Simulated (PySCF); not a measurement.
Species: C2H4BFO2.
Structure used (PBE0-D3(BJ)/def2-SVP), in Å, numbered top down from 1:
```xyz
10
C2H4BFO2 angstrom
C      1.6642    0.3483   -0.6800
C      0.6321    0.6786    0.0988
F      0.6781    1.8112    0.8175
B     -0.6818   -0.1710    0.2618
O     -0.7748   -1.3152   -0.4723
O     -1.6276    0.2889    1.1199
H      1.6169   -0.5732   -1.2614
H      2.5533    0.9804   -0.7482
H     -1.5886   -1.8140   -0.3625
H     -2.4157   -0.2555    1.2007
```

All values: PBE0/pcSseg-1 and wB97X-D/def2-SVPD (PySCF, non-relativistic), on one gas-phase PBE0-D3(BJ)/def2-SVP geometry that isn't relaxed in the solvent. The solvent is an IEF-PCM continuum (cavity from Bondi-type radii × 1.2). Only the electrostatic response of the medium enters.

Gas phase at PBE0/pcSseg-1: HOMO -7.37 eV, LUMO -0.53 eV, dipole 3.74 D.

**Question.** What does the continuum do to the energy, the frontier levels and the dipole at PBE0/pcSseg-1 in dichloromethane and acetone?

**Answer.** 
| solvent | ε | E(solvent) − E(gas) (kJ/mol) | polarisation term (kJ/mol) | distortion of the solute (kJ/mol) | HOMO (eV) | LUMO (eV) | dipole (D) |
| --- | --- | --- | --- | --- | --- | --- | --- |
| dichloromethane | 8.93 | -37.63 | -42.11 | 4.48 | -7.56 | -0.61 | 4.36 |
| acetone | 20.49 | -42.18 | -47.81 | 5.63 | -7.59 | -0.62 | 4.43 |

Polarisation term: ½ Σ q·V over the induced surface charges. Distortion: the rise of the solute's own energy as its density leaves the gas-phase optimum. From dichloromethane to acetone the lowering changes by a factor 1.12, Onsager's factor (ε − 1)/(2ε + 1) by 1.10 and ε itself by 2.3.

**Question.** Which radius a makes the point-dipole formula ΔE = −[(ε − 1)/(2ε + 1)]·μ²/a³ give the value in acetone, with the gas-phase dipole?

**Answer.** μ = 1.473 au and |ΔE| = 0.01607 Eh give a = 2.10 Å; the farthest nucleus lies 2.83 Å from the centroid of the nuclei, so such a sphere wouldn't even hold the nuclei. The formula assumes a rigid point dipole at the centre of a sphere.

**Question.** Give the dipole vector in the frame of the coordinates (D, pointing from negative to positive charge), gas and acetone.

**Answer.** Gas (-2.45, -2.79, -0.49), solvent (-2.87, -3.32, -0.62). Its length changes by +18 % and its direction by less than 1°.

**Question.** Which Hirshfeld charges (PBE0/pcSseg-1) respond most in acetone (means over atoms taken as equivalent)?

**Answer.** 
```tsv
atoms	environment	gas (e)	solvent (e)	change
H9/H10	hydroxyl hydrogen	+0.182	+0.203	+0.021
F3	vinyl fluorine	-0.092	-0.108	-0.016
O5/O6	boron-bound oxygen	-0.250	-0.260	-0.010
C2	vinylic C–F carbon	+0.006	-0.003	-0.009
H8	vinylic hydrogen	+0.051	+0.056	+0.005
H7	vinylic hydrogen	+0.052	+0.056	+0.004
B4	three-coordinate boron	+0.235	+0.232	-0.003
C1	terminal =CH2 carbon	-0.116	-0.118	-0.002
```

**Question.** Which Mayer bond orders change most in acetone?

**Answer.** 
| bond | length (Å) | gas | solvent | change |
| --- | --- | --- | --- | --- |
| C2–F3 | 1.342 | 0.903 | 0.881 | -0.022 |
| B4–O5 | 1.363 | 1.214 | 1.232 | +0.018 |
| O5–H9 | 0.961 | 0.926 | 0.908 | -0.018 |
| O6–H10 | 0.961 | 0.930 | 0.912 | -0.018 |
| B4–O6 | 1.357 | 1.271 | 1.280 | +0.009 |
| C1–C2 | 1.334 | 1.893 | 1.900 | +0.007 |
| C2–B4 | 1.573 | 0.906 | 0.901 | -0.005 |
| C1–H8 | 1.093 | 0.942 | 0.939 | -0.003 |

**Question.** How do the nuclear quadrupole coupling constants eQVzz/h respond in acetone?

**Answer.** 
| nucleus | Q (barn) | gas (MHz) | solvent (MHz) | η gas | η solvent |
| --- | --- | --- | --- | --- | --- |
| 11B at B4 | 0.04059 | 3.20 | 3.18 | 0.41 | 0.33 |
| 17O at O5 | -0.0256 | -8.82 | -8.15 | 0.23 | 0.21 |
| 17O at O6 | -0.0256 | -8.70 | -8.01 | 0.16 | 0.15 |

Gas phase at wB97X-D/def2-SVPD: HOMO -9.38 eV, LUMO 1.08 eV, dipole 3.50 D.

**Question.** What does the continuum do to the energy, the frontier levels and the dipole at wB97X-D/def2-SVPD in acetone?

**Answer.** 
```tsv
solvent	ε	E(solvent) − E(gas) (kJ/mol)	polarisation term (kJ/mol)	distortion of the solute (kJ/mol)	HOMO (eV)	LUMO (eV)	dipole (D)
acetone	20.49	-40.86	-47.77	6.91	-9.56	1.08	4.30
```

The atom shares or the degeneracy of the LUMO differ from the gas phase in acetone, so that column needn't follow one orbital.

**Question.** How does the static polarisability (wB97X-D/def2-SVPD, frozen core, with the continuum's full static response) change?

**Answer.** 
| medium | isotropic (au) | principal values (au) | ⟨r²⟩ of the electrons (bohr²) |
| --- | --- | --- | --- |
| gas | 47.9 | 34.0, 47.2, 62.3 | 574.4 |
| acetone | 60.3 | 44.0, 58.6, 78.3 | 573.2 |

The isotropic value in acetone is 1.26 times the gas-phase one; no cavity-field correction is applied. ⟨r²⟩ is taken about the centre of nuclear charge.

Note: wB97X-D ran without an empirical dispersion term, which enters the total energy and its gradient alone.
